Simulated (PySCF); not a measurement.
Cartesian coordinates (Å):
```xyz
8

Mo     0.0487     0.0856     0.0359
Cl    -1.9042    -0.3595    -1.2151
Cl     1.0654    -1.8467    -0.7430
Cl    -0.9141     1.9656     0.9912
Cl    -0.9288    -1.1765     1.6945
Cl     1.9906     0.5859     1.1524
O      0.5221     1.0236    -1.4861
H      0.0350     1.1487    -2.3186
```
Charge 0, multiplicity 1.

Problem. Predict the charge on the central atom (Mulliken), LUMO, HOMO, total energy, HOMO–LUMO gap and dipole moment from TPSSh-D3(BJ)/def2-TZVP // r2SCAN-D4/def2-SVP run with PySCF.

Solution. 
```
Quantity                                       Value
-------------------------------------  -------------
charge on the central atom (Mulliken)         0.94 e
LUMO                                        -6.02 eV
HOMO                                        -8.22 eV
total energy                           -2445.4198 Ha
HOMO–LUMO gap                                2.21 eV
dipole moment                                 1.96 D
```
